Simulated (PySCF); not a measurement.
PySCF job for AlClH5NO2Si, SMILES [OH][Al]([OH])[NH][SiH2]Cl, TDDFT-CAM-B3LYP/def2-SVPD. Geometry optimised at PBE0-D3(BJ)/def2-SVP. The structure was generated by enumeration; whether it is a known compound was not checked. Other conformers were not sampled.

```python
import numpy as np
from pyscf import gto, scf, dft, tdscf

mol = gto.M(
    atom='''
    Si    1.47151423    0.46927832   -0.38546152
    Cl    2.40309645   -0.48011729    1.21704909
    N     0.03691147   -0.32315920   -0.88842499
    Al   -1.64110861   -0.00567341   -0.35057194
    O    -2.83654465   -1.04858313   -0.94121297
    O    -2.03117081    1.27519685    0.68604191
    H     1.09935297    1.83026832    0.09414406
    H     2.48574147    0.52942920   -1.47218136
    H     0.17347674   -1.15069353   -1.46601036
    H    -3.76678107   -0.99423811   -0.71992990
    H    -1.42787350    1.90029033    1.08838261
    ''',
    basis='def2-SVPD',
    charge=0,
    spin=0,
    max_memory=1600,
    verbose=4,
)
mf = dft.RKS(mol, xc='cam-b3lyp').density_fit(auxbasis='def2-universal-jkfit')
mf.grids.level = 3
mf.conv_tol = 1e-9
mf.max_cycle = 100
mf.kernel()
mf.grids = dft.Grids(mol).set(level=1).build(with_non0tab=True)  # coarser grid for the response kernel
td = tdscf.TDDFT(mf)
td.singlet = True
td.nstates = 10
td.conv_tol = 1e-4
td.positive_eig_threshold = 1e-6
td.kernel(x0=td.get_init_guess(mf, 15))
td.analyze()
tt = tdscf.TDA(mf)
tt.singlet = False
tt.nstates = 4
tt.conv_tol = 1e-4
tt.positive_eig_threshold = 1e-6
tt.kernel(x0=tt.get_init_guess(mf, 9))
tt.analyze(verbose=3)
```

Output:

```
PySCF version 2.14.0

[INPUT] verbose = 4
[INPUT] num. atoms = 11
[INPUT] num. electrons = 72
[INPUT] charge = 0
[INPUT] spin (= nelec alpha-beta = 2S) = 0
[INPUT] symmetry False subgroup None
[INPUT] Mole.unit = angstrom
[INPUT] Symbol           X                Y                Z      unit          X                Y                Z       unit  Magmom
[INPUT]  1 Si     1.471514230000   0.469278320000  -0.385461520000 AA    2.780758883100   0.886807500996  -0.728416704359 Bohr   0.0
[INPUT]  2 Cl     2.403096450000  -0.480117290000   1.217049090000 AA    4.541194141415  -0.907290185768   2.299889460251 Bohr   0.0
[INPUT]  3 N      0.036911470000  -0.323159200000  -0.888424990000 AA    0.069752569155  -0.610682382634  -1.678879913319 Bohr   0.0
[INPUT]  4 Al    -1.641108610000  -0.005673410000  -0.350571940000 AA   -3.101245813566  -0.010721191092  -0.662484953557 Bohr   0.0
[INPUT]  5 O     -2.836544650000  -1.048583130000  -0.941212970000 AA   -5.360292528600  -1.981534934539  -1.778634738188 Bohr   0.0
[INPUT]  6 O     -2.031170810000   1.275196850000   0.686041910000 AA   -3.838356543111   2.409772801408   1.296431319874 Bohr   0.0
[INPUT]  7 H      1.099352970000   1.830268320000   0.094144060000 AA    2.077476027527   3.458705859268   0.177906489655 Bohr   0.0
[INPUT]  8 H      2.485741470000   0.529429200000  -1.472181360000 AA    4.697370594774   1.000476190348  -2.782019576090 Bohr   0.0
[INPUT]  9 H      0.173476740000  -1.150693530000  -1.466010360000 AA    0.327823527582  -2.174495625009  -2.770358076175 Bohr   0.0
[INPUT] 10 H     -3.766781070000  -0.994238110000  -0.719929900000 AA   -7.118184593496  -1.878837730505  -1.360470339886 Bohr   0.0
[INPUT] 11 H     -1.427873500000   1.900290330000   1.088382610000 AA   -2.698289855524   3.591028280859   2.056745051639 Bohr   0.0

nuclear repulsion = 415.829228702138
number of shells = 77
number of NR pGTOs = 275
number of NR cGTOs = 181
basis = def2-SVPD
ecp = {}


******** <class 'pyscf.df.df_jk.DFRKS'> ********
method = DFRKS
initial guess = minao
damping factor = 0
level_shift factor = 0
DIIS = <class 'pyscf.scf.diis.CDIIS'>
diis_start_cycle = 1
diis_space = 8
diis_damp = 0
SCF conv_tol = 1e-09
SCF conv_tol_grad = None
SCF max_cycles = 100
direct_scf = False
XC library pyscf.dft.libxc version 7.1.2
    S. Lehtola, C. Steigemann, M. J. T. Oliveira, and M. A. L. Marques,  SoftwareX 7, 1–5 (2018)
XC functionals = cam-b3lyp
    T. Yanai, D. P. Tew, and N. C. Handy,  Chem. Phys. Lett. 393, 51 (2004)
radial grids:
    Treutler-Ahlrichs [JCP 102, 346 (1995); DOI:10.1063/1.469408] (M4) radial grids

becke partition: Becke, JCP 88, 2547 (1988); DOI:10.1063/1.454033
pruning grids: <function nwchem_prune>
grids dens level: 3
symmetrized grids: False
atomic radii adjust function: <function treutler_atomic_radii_adjust>
small_rho_cutoff = 0
Set gradient conv threshold to 3.16228e-05
Initial guess from minao.
tot grids = 148352
******** <class 'pyscf.df.df.DF'> ********
auxbasis = def2-universal-jkfit
Create RSH-DF object <pyscf.df.df.DF object> for omega=0.33
******** <class 'pyscf.df.df.DF'> ********
auxbasis = auxmol.basis = def2-universal-jkfit
init E= -1200.27368237843
  HOMO = -0.349290755544692  LUMO = -0.083454809634123  gap/eV = 7.23376
cycle= 1 E= -1199.85510556564  delta_E= 0.419  |g|= 1.06  |ddm|=  4.4
  HOMO = -0.230954470792627  LUMO = 0.00747356963144874  gap/eV = 6.48796
cycle= 2 E= -1199.6960264078  delta_E= 0.159  |g|= 1.43  |ddm|= 3.47
  HOMO = -0.351731335230636  LUMO = -0.00990471407978033  gap/eV = 9.30158
cycle= 3 E= -1200.08071629907  delta_E= -0.385  |g|= 0.0829  |ddm|= 1.84
  HOMO = -0.359462994080605  LUMO = -0.00682691110627598  gap/eV = 9.59572
cycle= 4 E= -1200.08187945315  delta_E= -0.00116  |g|= 0.0442  |ddm|= 0.173
  HOMO = -0.352408101839417  LUMO = -0.00594683763510506  gap/eV = 9.42769
cycle= 5 E= -1200.08229639461  delta_E= -0.000417  |g|= 0.0108  |ddm|= 0.0545
  HOMO = -0.354210579687131  LUMO = -0.00622644353880775  gap/eV = 9.46913
cycle= 6 E= -1200.08232230814  delta_E= -2.59e-05  |g|= 0.00337  |ddm|= 0.0163
  HOMO = -0.353888288012367  LUMO = -0.00622886619670693  gap/eV = 9.46029
cycle= 7 E= -1200.08232561769  delta_E= -3.31e-06  |g|= 0.000525  |ddm|= 0.00548
  HOMO = -0.353933425313674  LUMO = -0.00625497735704839  gap/eV = 9.46081
cycle= 8 E= -1200.08232573069  delta_E= -1.13e-07  |g|= 0.00018  |ddm|= 0.00165
  HOMO = -0.353924218100811  LUMO = -0.00625163180429888  gap/eV = 9.46065
cycle= 9 E= -1200.08232573735  delta_E= -6.66e-09  |g|= 9.44e-05  |ddm|= 0.000313
  HOMO = -0.353922206092336  LUMO = -0.00624957160895212  gap/eV = 9.46065
cycle= 10 E= -1200.0823257394  delta_E= -2.05e-09  |g|= 1.92e-05  |ddm|= 0.000174
  HOMO = -0.353924615317295  LUMO = -0.00625043233189349  gap/eV = 9.46070
cycle= 11 E= -1200.0823257395  delta_E= -1.03e-10  |g|= 7.26e-06  |ddm|= 4.06e-05
  HOMO = -0.353924640832096  LUMO = -0.00625037873719547  gap/eV = 9.46070
Extra cycle  E= -1200.08232573951  delta_E= -7.05e-12  |g|= 7.68e-06  |ddm|= 2.6e-05
converged SCF energy = -1200.08232573951
tot grids = 46920
Overwritten attributes  positive_eig_threshold  of <class 'pyscf.tdscf.rks.TDDFT'>


******** <class 'pyscf.tdscf.rks.TDDFT'> for <class 'pyscf.df.df_jk.DFRKS'> ********
nstates = 10 singlet
deg_eia_thresh = 1.000e-03
wfnsym = None
conv_tol = 0.0001
eigh lindep = 1e-12
eigh level_shift = 0
eigh max_cycle = 100


Excitation energies (eV)
[6.38702621 7.23021111 7.57789561 7.69108294 7.76570069 7.80475688
 7.94889427 7.98342667 8.03970443 8.08963317]

** Singlet excitation energies and oscillator strengths **
Excited State   1:      6.38703 eV    194.12 nm  f=0.0140
      36 -> 37       -0.66243
      36 -> 40       -0.13008
Excited State   2:      7.23021 eV    171.48 nm  f=0.0007
      33 -> 37        0.65435
Excited State   3:      7.57790 eV    163.61 nm  f=0.0006
      35 -> 37       -0.60350
      35 -> 38       -0.22272
      35 -> 39       -0.16336
      35 -> 40       -0.11924
Excited State   4:      7.69108 eV    161.21 nm  f=0.1009
      32 -> 37        0.16299
      36 -> 38        0.18325
      36 -> 39        0.53374
      36 -> 40        0.12791
      36 -> 41        0.21327
      36 -> 42       -0.12815
      36 -> 43       -0.11898
Excited State   5:      7.76570 eV    159.66 nm  f=0.0291
      31 -> 37        0.34884
      34 -> 37        0.25309
      36 -> 38       -0.30414
      36 -> 39        0.12296
      36 -> 40       -0.30001
      36 -> 41        0.17404
      36 -> 43        0.15650
Excited State   6:      7.80476 eV    158.86 nm  f=0.1299
      32 -> 37       -0.53301
      34 -> 37       -0.18325
      36 -> 38       -0.12837
      36 -> 39        0.27374
      36 -> 40       -0.11883
Excited State   7:      7.94889 eV    155.98 nm  f=0.0324
      35 -> 37        0.10798
      35 -> 39       -0.64213
Excited State   8:      7.98343 eV    155.30 nm  f=0.0551
      30 -> 37        0.60452
      30 -> 38       -0.18194
      32 -> 37        0.10284
      34 -> 37       -0.14732
Excited State   9:      8.03970 eV    154.21 nm  f=0.1059
      31 -> 37        0.38813
      32 -> 37       -0.19466
      33 -> 38       -0.19045
      36 -> 38        0.39075
      36 -> 43       -0.19677
Excited State  10:      8.08963 eV    153.26 nm  f=0.0696
      30 -> 37       -0.10459
      32 -> 37        0.13089
      34 -> 37       -0.32300
      34 -> 40       -0.10449
      36 -> 38        0.25595
      36 -> 40       -0.41141
      36 -> 41        0.18629

** Transition electric dipole moments (AU) **
state          X           Y           Z        Dip. S.      Osc.
  1         0.0684     -0.1443      0.2526      0.0893      0.0140
  2         0.0386     -0.0315      0.0408      0.0041      0.0007
  3         0.0105     -0.0412     -0.0410      0.0035      0.0006
  4        -0.6087      0.0439     -0.4039      0.5355      0.1009
  5         0.1960     -0.2643      0.2115      0.1530      0.0291
  6        -0.7830     -0.2390      0.0968      0.6796      0.1299
  7        -0.3137      0.0617      0.2531      0.1663      0.0324
  8        -0.2479      0.3643      0.2960      0.2818      0.0551
  9         0.1952     -0.3976      0.5843      0.5376      0.1059
 10        -0.5584     -0.1524     -0.1279      0.3513      0.0696

** Transition velocity dipole moments (imaginary part, AU) **
state          X           Y           Z        Dip. S.      Osc.
  1         0.0170     -0.0354      0.0627      0.0055      0.0155
  2         0.0104     -0.0075      0.0092      0.0002      0.0006
  3         0.0041     -0.0146     -0.0150      0.0005      0.0011
  4        -0.1728      0.0124     -0.1155      0.0434      0.1023
  5         0.0602     -0.0743      0.0544      0.0121      0.0283
  6        -0.2298     -0.0634      0.0251      0.0574      0.1335
  7        -0.0913      0.0180      0.0723      0.0139      0.0317
  8        -0.0710      0.1139      0.0903      0.0262      0.0595
  9         0.0573     -0.1163      0.1728      0.0467      0.1053
 10        -0.1660     -0.0473     -0.0388      0.0313      0.0702

** Transition magnetic dipole moments (imaginary part, AU) **
state          X           Y           Z
  1         0.4372      0.2012      0.1247
  2         0.8266     -0.2090     -0.2105
  3         0.7182      0.0806      0.9487
  4         0.0403     -0.5372      0.2674
  5         0.1776     -1.0450     -0.2672
  6         0.0442     -0.8494     -0.6928
  7         0.7328      0.6767     -0.4233
  8         0.1119     -0.6296      0.7335
  9        -0.0389     -0.6614     -0.3834
 10         0.1595     -0.1606      0.2378
Overwritten attributes  positive_eig_threshold  of <class 'pyscf.tdscf.rks.TDA'>


******** <class 'pyscf.tdscf.rks.TDA'> for <class 'pyscf.df.df_jk.DFRKS'> ********
nstates = 4 triplet
deg_eia_thresh = 1.000e-03
wfnsym = None
conv_tol = 0.0001
eigh lindep = 1e-12
eigh level_shift = 0
eigh max_cycle = 100


Excitation energies (eV)
[6.07997848 6.90234116 7.21071375 7.32431036]

** Triplet excitation energies and oscillator strengths **
Excited State   1:      6.07998 eV    203.92 nm  f=0.0000
Excited State   2:      6.90234 eV    179.63 nm  f=0.0000
Excited State   3:      7.21071 eV    171.94 nm  f=0.0000
Excited State   4:      7.32431 eV    169.28 nm  f=0.0000
```

The calculation finished and met its thresholds.
